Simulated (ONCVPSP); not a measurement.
## Transferability test, ONCV potential for selenium (Se)

| Item | Value |
| --- | --- |
| Element | selenium |
| Generator | ONCVPSP 4.0.1 |
| Type | optimised norm-conserving Vanderbilt (ONCV) |
| Functional | LDA (Perdew-Wang 92) |
| Relativity | scalar-relativistic |
| Frozen core | [Ar] 3d10 |
| Valence charge | 6 |
| Reference configuration | 4s2 4p3 (charge +1) |
| Partial waves | 4s: rc 1.45 bohr, ncon 5, nbas 9, qcut 5.1 1/bohr, 2 projectors, debl 1.6 Ha; 4p: rc 1.55 bohr, ncon 3, nbas 6, qcut 4.9 1/bohr, 1 projector |
| Local potential | polynomial inside 1.35 bohr (lpopt 5, dvloc0 0 Ha) |
| Core correction | none |

Energies are relative to the spin-unpolarised reference configuration 4s2 4p3; without spin polarisation the order of configurations can differ from experiment.

```
valence configuration  charge  ΔE all-electron (eV)  error AE − PS (meV)
              4s2 4p1      +3                51.707                  +49
              4s1 4p4      +1                11.588                 +6.9
```

Task: What are ΔE and the potential's error for 4s2 4p2?

Result: ΔE = 20.554 eV all-electron; the error (AE − PS) is +7.3 meV.

Task: What are ΔE and the potential's error for 4s2 4p4?

Result: ΔE = -11.004 eV all-electron; the error (AE − PS) is +6.4 meV.

Levels in the configuration 4s2 4p4:

```
level  all-electron (eV)  pseudo (eV)
   4s            -17.483      -17.495
   4p             -6.655       -6.663
```

Note: ghosts flagged at negative energy: s at -236.4 eV; no localised positive-energy state flagged. A true bound ghost makes a file unfit for plane-wave use.
